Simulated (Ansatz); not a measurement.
`C#CCBCC`, relaxed with RKS PBE-D4/def2-SVP in Ansatz from a rough embedded geometry. The force threshold is 0.03 eV/Å; the program also tests the step.

Charge 0, multiplicity 1.

Start:

```xyz
15

C     1.680   -0.396    2.578
C     0.804    0.101    1.993
C    -0.314    0.707    1.299
B    -0.998   -0.400    0.219
C    -0.985   -0.084   -1.302
C     0.441   -0.048   -1.897
H     2.553   -0.815    3.061
H    -1.136    0.964    1.986
H     0.004    1.547    0.740
H    -1.420   -1.400    0.699
H    -1.491    0.843   -1.477
H    -1.553   -0.940   -1.807
H     1.063    0.812   -1.433
H     0.994   -1.015   -1.692
H     0.359    0.122   -2.967
```

(1) By how much does the energy fall, and how many steps does the optimiser take? (Estimate.)

(2) Which bonds change most? (Best estimate.)

(3) Give the relaxed structure. (Best estimate.)

Results:

(1) The calculation gave: 0.67 eV, in 19 steps, 1 of them rejected.

(2) Ansatz gave: C3–B4 from 1.690 to 1.592 Å; C1–C2 from 1.165 to 1.228 Å; C5–H11 from 1.070 to 1.121 Å; C3–H9 from 1.058 to 1.109 Å.

(3) Ansatz gave: 
```xyz
15

C     1.399   -0.952    2.008
C     0.653   -0.015    1.735
C    -0.339    0.948    1.277
B    -1.053   -0.167    0.394
C    -0.704   -0.426   -1.115
C     0.500    0.290   -1.735
H     2.081   -1.744    2.284
H    -0.938    1.345    2.120
H     0.136    1.779    0.717
H    -1.905   -0.849    0.939
H    -1.649   -0.131   -1.641
H    -0.659   -1.523   -1.295
H     0.410    1.394   -1.659
H     1.441    0.006   -1.218
H     0.626    0.048   -2.810
```
